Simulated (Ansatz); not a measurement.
An input meant for RuCl3 (charge 0, doublet; atoms displaced at random, 0.15 Å in each coordinate).

```yaml
crystal:
  periodic: [false, false, false]
  atoms:
    - {symbol: Ru, position_ang: [0.136807, -0.039215, -0.032999]}
    - {symbol: Cl, position_ang: [-1.338263, -1.587759, -0.350546]}
    - {symbol: Cl, position_ang: [0.555528, 1.291725, -1.664076]}
    - {symbol: Cl, position_ang: [0.925917, 0.122313, 2.102414]}
basis:
  gaussian: {orbitals: STO-3G}
magnetization: {spin_polarized: true, initial_magnetization: 9}
hamiltonian: {xc: {name: HF}}
correlation: {method: mp2, electrons: all}
```

```sh
$ ansatz run in.yaml --threads 4 --pin off --events-out ev --progress --plain --max-ram 3916MiB
```

Shortened log:

```
Functional definition: HF
628 factors; integrals over basis functions are off by at most 5.8e-4 eV
mean field evaluation 1: about -156765.3149 eV, gradient 1.3e1 eV
mean field evaluation 2: about -156765.4853 eV, gradient 1.3e1 eV
mean field evaluation 4: about -156769.5964 eV, gradient 3.3e0 eV
mean field evaluation 8: about -156770.0165 eV, gradient 8.0e-1 eV
mean field evaluation 16: about -156770.4900 eV, gradient 8.5e-2 eV
mean field evaluation 32: about -156770.4472 eV, gradient 2.8e-1 eV
mean field evaluation 64: about -156770.4212 eV, gradient 1.9e-1 eV
mean field evaluation 96: about -156768.0108 eV, gradient 3.9e0 eV
mean field evaluation 128: about -156770.4904 eV, gradient 2.4e-2 eV
mean field evaluation 160: about -156769.9573 eV, gradient 1.0e-3 eV
mean field evaluation 192: about -156770.3003 eV, gradient 2.9e-2 eV
mean field -156770.49043817 eV, -5761.2092607478 hartree, gradient 6.1e-6 eV, S^2 24.752935; 15 other end points of the search recorded, 0 dependent functions left out
reference -156770.49043817 eV, -5761.2092607478 hartree; 52, 43 occupied and 2, 11 virtual orbitals, 628 factors
second order -0.99150311 eV of doubles, -0.00000000 eV of singles
Total energy: -156771.48194128 eV, -5761.2456978150 hartree
```

In this input the spin is set far too high (9 unpaired electrons typed, 1 in the doublet as meant). The calculation finished and met its thresholds. The result belongs to that input, not to the species as meant.

Correlated methods freeze no core orbitals; core or outer-core shells of Ru are correlated, in sets that lack core-valence functions.
